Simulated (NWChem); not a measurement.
System: C₂H₆Be; SMILES [CH3][Be][CH3]

Output (shortened):

```
             Northwest Computational Chemistry Package (NWChem) 7.3.0
             --------------------------------------------------------

                             Geometry "geometry" -> ""
                             -------------------------

 Output coordinates in angstroms (scale by  1.889725989 to convert to a.u.)

  No.       Tag          Charge          X              Y              Z
 ---- ---------------- ---------- -------------- -------------- --------------
    1 Be                   4.0000     0.00000000     0.00000000     0.00000300
    2 C                    6.0000     0.00000000     0.00000000     1.68536700
    3 H                    1.0000    -0.73752300     0.70071100     2.10235300
    4 H                    1.0000     0.97559500     0.28835900     2.10235300
    5 H                    1.0000    -0.23807200    -0.98906900     2.10235300
    6 C                    6.0000     0.00000000     0.00000000    -1.68536100
    7 H                    1.0000    -0.98167500    -0.26693000    -2.10234800
    8 H                    1.0000     0.72200500    -0.71669100    -2.10234800
    9 H                    1.0000     0.25967000     0.98362000    -2.10234800

 Effective nuclear repulsion energy (a.u.)      51.2208458359

  xc_inp: hfexch multiplicative factor not found.
                              NWChem Property Module
                              ----------------------

                                 NWChem DFT Module
                                 -----------------

 Summary of "ao basis" -> "ao basis" (spherical)
 ------------------------------------------------------------------------------
       Tag                 Description            Shells   Functions and Types
 ---------------- ------------------------------  ------  ---------------------
 Be                       sadlej pvtz               10       24   5s3p2d
 C                        sadlej pvtz               10       24   5s3p2d
 H                        sadlej pvtz                5        9   3s2p

            General Information
            -------------------
          SCF calculation type: DFT
          Wavefunction type:  closed shell.
          No. of atoms     :     9
          No. of electrons :    22
           Alpha electrons :    11
            Beta electrons :    11
          Charge           :     0
          Spin multiplicity:     1
          Use of symmetry is: off; symmetry adaption is: off
          Maximum number of iterations: 150
          AO basis - number of functions:   126
                     number of shells:    60
          Convergence on energy requested:  1.00D-06
          Convergence on density requested:  1.00D-05
          Convergence on gradient requested:  5.00D-04

              XC Information
              --------------
                     Hartree-Fock (Exact) Exchange  1.000

      Superposition of Atomic Density Guess
      -------------------------------------

 Sum of atomic energies:         -92.90854615

      Non-variational initial energy
      ------------------------------

 Total energy =     -94.418976
 1-e energy   =    -223.267311
 2-e energy   =      77.627489
 HOMO         =      -0.356512
 LUMO         =      -0.011152

   convergence    iter        energy       DeltaE   RMS-Dens  Diis-err
 ---------------- ----- ----------------- --------- --------- ---------
 d= 0,ls=0.0,diis     1    -93.8441006038 -1.45D+02  7.35D-03  2.57D-01
 d= 0,ls=0.0,diis     2    -93.8825037083 -3.84D-02  3.76D-03  2.52D-02
 d= 0,ls=0.0,diis     3    -93.8869480017 -4.44D-03  1.19D-03  2.73D-03
 d= 0,ls=0.0,diis     4    -93.8875357620 -5.88D-04  2.05D-04  3.99D-05
 d= 0,ls=0.0,diis     5    -93.8875532943 -1.75D-05  3.50D-05  1.33D-06
 d= 0,ls=0.0,diis     6    -93.8875538305 -5.36D-07  5.58D-06  5.46D-08

         Total DFT energy =      -93.887553830524
      One electron energy =     -226.671503179910
           Coulomb energy =       96.855576850377
    Exchange-Corr. energy =      -15.292473336860
 Nuclear repulsion energy =       51.220845835870

 Numeric. integr. density =        0.000000000000

                       DFT Final Molecular Orbital Analysis
                       ------------------------------------

 Vector    9  Occ=2.000000D+00  E=-5.198802D-01
              MO Center= -8.4D-03, -4.4D-04, -6.9D-05, r^2= 4.9D+00
   Bfn.  Coefficient  Atom+Function         Bfn.  Coefficient  Atom+Function
  ----- ------------  ---------------      ----- ------------  ---------------
    50     -0.313349  3 H  s                 30      0.308130  2 C  px
    81     -0.308218  6 C  px               110     -0.309479  8 H  s
    49     -0.283714  3 H  s                109     -0.281227  8 H  s
   101      0.265018  7 H  s                 59      0.258402  4 H  s
   100      0.239517  7 H  s                 58      0.235255  4 H  s

 Vector   10  Occ=2.000000D+00  E=-4.506347D-01
              MO Center=  1.8D-09, -2.0D-10, -2.1D-06, r^2= 3.1D+00
   Bfn.  Coefficient  Atom+Function         Bfn.  Coefficient  Atom+Function
  ----- ------------  ---------------      ----- ------------  ---------------
     4      0.839408  1 Be s                 32     -0.355413  2 C  pz
    83      0.355415  6 C  pz                 3      0.295742  1 Be s
     2     -0.182267  1 Be s                 28      0.156739  2 C  s
    79      0.156740  6 C  s                 50     -0.130917  3 H  s
    59     -0.130917  4 H  s                 68     -0.130917  5 H  s

 Vector   11  Occ=2.000000D+00  E=-4.166384D-01
              MO Center=  8.1D-09, -3.9D-10,  7.8D-06, r^2= 3.2D+00
   Bfn.  Coefficient  Atom+Function         Bfn.  Coefficient  Atom+Function
  ----- ------------  ---------------      ----- ------------  ---------------
     8      0.609339  1 Be pz                32     -0.394704  2 C  pz
    83     -0.394703  6 C  pz                28      0.230314  2 C  s
    79     -0.230313  6 C  s                 50     -0.171317  3 H  s
    59     -0.171316  4 H  s                 68     -0.171316  5 H  s
   101      0.171316  7 H  s                110      0.171317  8 H  s

 Vector   12  Occ=0.000000D+00  E= 1.488341D-02
              MO Center= -3.7D-04, -2.9D-04,  3.2D-06, r^2= 6.3D+01
   Bfn.  Coefficient  Atom+Function         Bfn.  Coefficient  Atom+Function
  ----- ------------  ---------------      ----- ------------  ---------------
   120     -0.916914  9 H  s                 13      0.906111  1 Be py
    69      0.902159  5 H  s                 60     -0.851956  4 H  s
   102      0.833382  7 H  s                 12      0.770590  1 Be px
   119     -0.439666  9 H  s                 68      0.436161  5 H  s
    37      0.422499  2 C  py                88      0.423999  6 C  py

 Vector   13  Occ=0.000000D+00  E= 1.488342D-02
              MO Center=  3.7D-04,  2.9D-04,  3.2D-06, r^2= 6.3D+01
   Bfn.  Coefficient  Atom+Function         Bfn.  Coefficient  Atom+Function
  ----- ------------  ---------------      ----- ------------  ---------------
    51      1.012730  3 H  s                111     -1.010525  8 H  s
    12      0.906110  1 Be px                13     -0.770589  1 Be py
   102      0.577588  7 H  s                 60     -0.549827  4 H  s
    50      0.487316  3 H  s                110     -0.486792  8 H  s
    69     -0.462863  5 H  s                120      0.432898  9 H  s

 Vector   14  Occ=0.000000D+00  E= 1.631729D-02
              MO Center= -9.8D-08, -1.5D-08,  1.3D-05, r^2= 6.7D+01
   Bfn.  Coefficient  Atom+Function         Bfn.  Coefficient  Atom+Function
  ----- ------------  ---------------      ----- ------------  ---------------
    14      1.272920  1 Be pz                11      0.962573  1 Be pz
    29      0.918318  2 C  s                 80     -0.918306  6 C  s
    51     -0.738061  3 H  s                 60     -0.738059  4 H  s
    69     -0.738058  5 H  s                102      0.738049  7 H  s
   111      0.738051  8 H  s                120      0.738048  9 H  s

     Multipole analysis of the density
     ---------------------------------

     L   x y z        total         alpha         beta         nuclear
     -   - - -        -----         -----         ----         -------
     0   0 0 0     -0.000000    -11.000000    -11.000000     22.000000

     1   1 0 0     -0.000000     -0.000000     -0.000000      0.000000
     1   0 1 0      0.000000      0.000000      0.000000      0.000000
     1   0 0 1      0.000000     -0.000059     -0.000059      0.000119

     2   2 0 0    -14.598582    -12.843028    -12.843028     11.087475
     2   1 1 0      0.000002     -0.000002     -0.000002      0.000005
     2   1 0 1     -0.000001     -0.000000     -0.000000      0.000000
     2   0 2 0    -14.598580    -12.843028    -12.843028     11.087477
     2   0 1 1      0.000001     -0.000007     -0.000007      0.000015
     2   0 0 2    -18.848311   -117.635774   -117.635774    216.423237

 *** CALLING NEW AORESP DRIVER FOR CLOSED AND OPEN SHELLS ***
 Entering AOResponse driver routine

--------------------------------------------------------------------------------

          -----------------------------------------------
          Solving response equations for perturbing field
          -----------------------------------------------

[...]

 DFT Linear Response polarizability / au
 Frequency  =       0.0000000 / au
              X              Y              Z
 -----------------------------------------------
 X      36.8879122      0.0000009      0.0000028
 Y       0.0000009     36.8879061      0.0000051
 Z       0.0000028      0.0000051     44.9830184
 -----------------------------------------------
 Eigenvalues =      36.8879123     36.8879060     44.9830184
 Isotropic   =      39.5862789
 Anisotropic =       8.0951093
 -----------------------------------------------

 Magnetic Dipole Response Matrix (nonzero elements):

 Exiting AOResponse driver routine
```

Level: Hartree-Fock/Sadlej pVTZ. Coordinates come from a B3LYP/6-31G* (spherical d) optimisation.

Q: Write an input that gives this output.

A: One answer among several that fit: the input that was run:
```
start job
memory heap 200 mb stack 900 mb global 1100 mb
geometry units angstroms noautosym nocenter noautoz
  Be     0.000000     0.000000     0.000003
  C      0.000000     0.000000     1.685367
  H     -0.737523     0.700711     2.102353
  H      0.975595     0.288359     2.102353
  H     -0.238072    -0.989069     2.102353
  C      0.000000     0.000000    -1.685361
  H     -0.981675    -0.266930    -2.102348
  H      0.722005    -0.716691    -2.102348
  H      0.259670     0.983620    -2.102348
end
basis spherical
  Be library sadlej_pvtz
  C library sadlej_pvtz
  H library sadlej_pvtz
end
dft
  xc hfexch
  iterations 150
end
property
  response 1 0.0
end
task dft property
```
